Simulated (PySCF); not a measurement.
Species: C₅H₁₀O₂SSi.
Geometry (PBE0-D3(BJ)/def2-SVP, Å), atoms numbered from 1 in this order:
```
atom  x, y, z in Å
C1     3.2073    0.7578    0.3118
C2     2.9599   -0.4335   -0.5488
S3     4.1286   -1.4010   -1.1363
Si4    1.1743   -0.8552   -0.9716
O5     0.4641    0.4918   -1.6490
C6    -0.9070    0.7608   -1.4410
C7    -1.3034    0.6133    0.0219
C8    -1.0132   -0.7794    0.5654
O9     0.3537   -1.1179    0.4546
H10    4.2781    0.9148    0.5021
H11    2.7710    1.6510   -0.1679
H12    2.6677    0.6330    1.2671
H13    1.0981   -2.0313   -1.8753
H14   -1.1035    1.7871   -1.7897
H15   -1.5262    0.0858   -2.0654
H16   -2.3779    0.8335    0.1338
H17   -0.7527    1.3574    0.6222
H18   -1.2886   -0.8405    1.6301
H19   -1.6348   -1.5256    0.0306
```

All values: PBE0/pcSseg-1 (PySCF, non-relativistic), on one gas-phase PBE0-D3(BJ)/def2-SVP geometry that isn't relaxed in the solvent. The solvent is an IEF-PCM continuum (cavity from Bondi-type radii × 1.2). The model holds no explicit solvent molecules, cavitation or dispersion.

```csv
run,E − E(gas) (kJ/mol),HOMO (eV),HOMO–LUMO gap (eV),dipole (D)
gas,0.00,-6.36,3.88,3.90
P,-23.51,-6.64,3.98,5.25
Q,-16.87,-6.54,3.95,4.86
```

**Question.** The runs were made in acetonitrile and chloroform. Which run belongs to which solvent?

**Answer.** P = acetonitrile, Q = chloroform. The dielectric constants are 4.711 (chloroform), 35.69 (acetonitrile), and the energy falls further as ε rises. In this model the ground state sees the solvent through ε alone.

**Question.** How constant is the ratio of the lowering to (ε − 1)/(2ε + 1)?

**Answer.** 
```csv
solvent,(ε − 1)/(2ε + 1),E − E(gas) (kJ/mol),ratio (kJ/mol),polarisation term (kJ/mol)
chloroform,0.356,-16.87,-47.4,-18.94
acetonitrile,0.479,-23.51,-49.0,-27.61
```

The ratio changes by +3.5 % in size from chloroform to acetonitrile. The polarisation term is half the interaction of the solute with the induced surface charges.
